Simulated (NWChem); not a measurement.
System: C2H7BClN; SMILES B(N(C)C)Cl

NWChem printed, in part:

```
             Northwest Computational Chemistry Package (NWChem) 7.3.0
             --------------------------------------------------------

                             Geometry "geometry" -> ""
                             -------------------------

 Output coordinates in angstroms (scale by  1.889725989 to convert to a.u.)

  No.       Tag          Charge          X              Y              Z
 ---- ---------------- ---------- -------------- -------------- --------------
    1 B                    5.0000    -0.80572800    -0.33795800     0.00020800
    2 H                    1.0000    -2.00934100    -0.28925300     0.00056500
    3 Cl                  17.0000    -0.04050200    -1.94001300    -0.00124000
    4 N                    7.0000    -0.05274900     0.83342800     0.00093800
    5 C                    6.0000     1.39033100     0.89502700     0.00046400
    6 C                    6.0000    -0.69578400     2.12825000     0.00190100
    7 H                    1.0000     1.75980500     1.43443600    -0.88937600
    8 H                    1.0000     1.76070800     1.43007100     0.89257400
    9 H                    1.0000     1.81263200    -0.11702400    -0.00220100
   10 H                    1.0000    -0.40770500     2.71398100     0.89293700
   11 H                    1.0000    -0.40814500     2.71505400    -0.88857500
   12 H                    1.0000    -1.78663200     2.00962100     0.00210000

 Effective nuclear repulsion energy (a.u.)     209.9983645245

  xc_inp: hfexch multiplicative factor not found.
                              NWChem Property Module
                              ----------------------

  itol2e modified to match energy
  convergence criterion.

                                 NWChem DFT Module
                                 -----------------

 Summary of "ao basis" -> "ao basis" (spherical)
 ------------------------------------------------------------------------------
       Tag                 Description            Shells   Functions and Types
 ---------------- ------------------------------  ------  ---------------------
 B                         def2-tzvp                11       31   5s3p2d1f
 H                         def2-tzvp                 4        6   3s1p
 Cl                        def2-tzvp                13       37   5s5p2d1f
 N                         def2-tzvp                11       31   5s3p2d1f
 C                         def2-tzvp                11       31   5s3p2d1f

  itol2e modified to match energy
  convergence criterion.

            General Information
            -------------------
          SCF calculation type: DFT
          Wavefunction type:  closed shell.
          No. of atoms     :    12
          No. of electrons :    48
           Alpha electrons :    24
            Beta electrons :    24
          Charge           :     0
          Spin multiplicity:     1
          Use of symmetry is: off; symmetry adaption is: off
          Maximum number of iterations: 150
          AO basis - number of functions:   203
                     number of shells:    85
          Convergence on energy requested:  1.00D-07
          Convergence on density requested:  1.00D-05
          Convergence on gradient requested:  5.00D-04

              XC Information
              --------------
                     Hartree-Fock (Exact) Exchange  1.000

      Superposition of Atomic Density Guess
      -------------------------------------

 Sum of atomic energies:        -617.16527408

      Non-variational initial energy
      ------------------------------

 Total energy =    -620.020576
 1-e energy   =   -1262.416091
 2-e energy   =     432.397151
 HOMO         =      -0.299016
 LUMO         =       0.040197

[...]

          -----------------------
          Electric field gradient
          -----------------------

 1 a.u. = 0.324123 10**(16) esu/cm**3  ( or statvolts/cm**2 ) = 0.97174 10**(22) v/m**2

 ------------------------------------------------------------
   Atom      X         Y         Z
 ------------------------------------------------------------
    1 B   -1.52261  -0.63865   0.00039
 ------------------------------------------------------------

 Electric field gradient in molecular frame (a.u.)
         XX             YY             ZZ             XY             XZ             YZ
 ------------------------------------------------------------------------------------------
        0.258130       0.092712      -0.350842       0.100608      -0.000091       0.000312

 Principal components (a.u.) and orientation
 of principal axis w.r.t. absolute frame                      Asymmetry parameter eta
 --------------------------------------------------------------------------------------
       -0.350842       0.305663       0.045180                       0.742450

        0.000275       0.904170      -0.427173
       -0.000766       0.427173       0.904170
        1.000000       0.000078       0.000810

 ------------------------------------------------------------
   Atom      X         Y         Z
 ------------------------------------------------------------
    2 H   -3.79710  -0.54661   0.00107
 ------------------------------------------------------------

 Electric field gradient in molecular frame (a.u.)
         XX             YY             ZZ             XY             XZ             YZ
 ------------------------------------------------------------------------------------------
       -0.196664       0.097279       0.099384       0.013264       0.000088      -0.000005

 Principal components (a.u.) and orientation
 of principal axis w.r.t. absolute frame                      Asymmetry parameter eta
 --------------------------------------------------------------------------------------
       -0.197261       0.099384       0.097877                       0.007643

        0.998987       0.000270       0.044989
       -0.044988      -0.000615       0.998987
       -0.000297       1.000000       0.000603

 ------------------------------------------------------------
   Atom      X         Y         Z
 ------------------------------------------------------------
    3 Cl  -0.07654  -3.66609  -0.00234
 ------------------------------------------------------------

 Electric field gradient in molecular frame (a.u.)
         XX             YY             ZZ             XY             XZ             YZ
 ------------------------------------------------------------------------------------------
        0.840244      -1.480008       0.639764       1.380194       0.001131      -0.001985

 Principal components (a.u.) and orientation
 of principal axis w.r.t. absolute frame                      Asymmetry parameter eta
 --------------------------------------------------------------------------------------
       -2.122889       1.483123       0.639766                       0.397269

       -0.422232       0.906488       0.000147
        0.906487       0.422232      -0.000841
        0.000824       0.000222       1.000000

 ------------------------------------------------------------
   Atom      X         Y         Z
 ------------------------------------------------------------
    4 N   -0.09968   1.57495   0.00177
 ------------------------------------------------------------

 Electric field gradient in molecular frame (a.u.)
         XX             YY             ZZ             XY             XZ             YZ
 ------------------------------------------------------------------------------------------
       -0.457460      -0.242468       0.699928       0.222911       0.000487      -0.000678

 Principal components (a.u.) and orientation
 of principal axis w.r.t. absolute frame                      Asymmetry parameter eta
 --------------------------------------------------------------------------------------
        0.699929      -0.597441      -0.102488                       0.707148

        0.000296       0.846867       0.531805
       -0.000649      -0.531804       0.846867
        1.000000      -0.000596       0.000393

 ------------------------------------------------------------
   Atom      X         Y         Z
 ------------------------------------------------------------
    5 C    2.62734   1.69136   0.00088
 ------------------------------------------------------------

 Electric field gradient in molecular frame (a.u.)
         XX             YY             ZZ             XY             XZ             YZ
 ------------------------------------------------------------------------------------------
       -0.248563       0.159355       0.089208      -0.038785       0.000124       0.000165

 Principal components (a.u.) and orientation
 of principal axis w.r.t. absolute frame                      Asymmetry parameter eta
 --------------------------------------------------------------------------------------
       -0.252217       0.163010       0.089208                       0.292613

        0.995589      -0.093819       0.000600
        0.093820       0.995587      -0.002025
       -0.000407       0.002073       0.999998

 ------------------------------------------------------------
   Atom      X         Y         Z
 ------------------------------------------------------------
    6 C   -1.31484   4.02181   0.00359
 ------------------------------------------------------------

 Electric field gradient in molecular frame (a.u.)
         XX             YY             ZZ             XY             XZ             YZ
 ------------------------------------------------------------------------------------------
        0.068242      -0.168077       0.099834       0.149468       0.000078      -0.000170

[...]
```

Level: Hartree-Fock/def2-TZVP. The geometry was optimised at PBE0/def2-SVP. No frequency run checked for a minimum. NWChem prints the field gradient with the sign opposite to the second derivative of the potential.

Task: Write an input that gives this output.

Result: One answer among several that fit: the input that was run:
```
start job
memory heap 200 mb stack 900 mb global 1100 mb
geometry units angstroms noautosym nocenter noautoz
  B     -0.805728    -0.337958     0.000208
  H     -2.009341    -0.289253     0.000565
  Cl    -0.040502    -1.940013    -0.001240
  N     -0.052749     0.833428     0.000938
  C      1.390331     0.895027     0.000464
  C     -0.695784     2.128250     0.001901
  H      1.759805     1.434436    -0.889376
  H      1.760708     1.430071     0.892574
  H      1.812632    -0.117024    -0.002201
  H     -0.407705     2.713981     0.892937
  H     -0.408145     2.715054    -0.888575
  H     -1.786632     2.009621     0.002100
end
basis spherical
  B library def2-tzvp
  H library def2-tzvp
  Cl library def2-tzvp
  N library def2-tzvp
  C library def2-tzvp
end
dft
  xc hfexch
  iterations 150
  semidirect filesize 400000000
end
property
  efieldgrad
end
task dft property
```
